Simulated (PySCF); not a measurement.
## How the functional moves excitation energies

Pentafluorochloroethane, C2ClF5.
Geometry (PBE0-D3(BJ)/def2-SVP, Å), atoms numbered from 1 in this order:
```
atom  x, y, z in Å
F1    -1.241    0.165    1.257
C2    -0.010    0.172    0.766
F3     0.517    1.371    0.944
F4     0.716   -0.726    1.412
C5    -0.072   -0.171   -0.741
F6    -0.843    0.723   -1.348
F7    -0.623   -1.372   -0.878
Cl8    1.538   -0.161   -1.451
```

Linear-response calculations in the def2-SVPD basis (PySCF; singlets by full response, triplets Tamm–Dancoff, core orbitals frozen in the response; HF means time-dependent Hartree–Fock). 'Strongest' is the level of largest summed f among the singlets computed (10 roots, of which the last may lack a degenerate partner); it can jump between rows when another state enters that window. S1 is the lowest singlet of each run and needn't be the same state throughout; f(S1) is that of one state. Geometry: PBE0-D3(BJ)/def2-SVP; no solvent, vibrations or thermal averaging.

| functional | kind | S1 (eV) | f(S1) | strongest (eV) | T1 (eV) | HOMO (eV) | gap (eV) | ionisation energy, ΔSCF (eV) |
| --- | --- | --- | --- | --- | --- | --- | --- | --- |
| LDA | LDA | 7.54 | 0.001 | 9.02 | 6.84 | -8.83 | 7.12 | 12.48 |
| PBE | GGA | 7.58 | 0.001 | 8.40 | 6.79 | -8.66 | 7.19 | 12.23 |
| B3LYP | global hybrid, 20% exact exchange | 7.81 | 0.001 | 10.31 | 6.97 | -9.95 | 9.21 | 12.79 |
| BHandHLYP | global hybrid, 50% exact exchange | 8.18 | 0.003 | 10.47 | 7.24 | -11.67 | 12.22 | 13.00 |
| CAM-B3LYP | range-separated hybrid | 7.90 | 0.000 | 9.81 | 7.03 | -11.70 | 12.29 | 13.94 |
| wB97X-D | range-separated hybrid | 7.99 | 0.000 | 9.84 | 7.16 | -12.16 | 13.52 | 12.97 |
| LC-wPBE | range-separated hybrid | 8.06 | 0.000 | 10.12 | 7.11 | -13.14 | 14.92 | 13.09 |
| HF | Hartree–Fock | 8.73 | 0.002 | 11.78 | 7.62 | -13.88 | 16.20 | not settled |

What does PBE0 (global hybrid, 25% exact exchange) give?

S1 (eV) 7.98, f(S1) 0.000, strongest (eV) 10.63, T1 (eV) 7.07, HOMO (eV) -10.24, gap (eV) 9.82, ionisation energy, ΔSCF (eV) 12.80. S1 runs from 7.54 eV (LDA) to 8.73 eV (HF), a spread of 1.19 eV, while the orbital gap spreads over 9.1 eV. Along PBE (0%), B3LYP (20%), PBE0 (25%), BHandHLYP (50%), HF (100%) S1 rises with the share of exact exchange. −ε(HOMO) comes closest to its own ΔSCF ionisation energy with LC-wPBE (+0.05 eV) and misses most with LDA (-3.65 eV). 'Not settled' means that the ion's SCF failed to converge or may have ended in another state than the lowest.
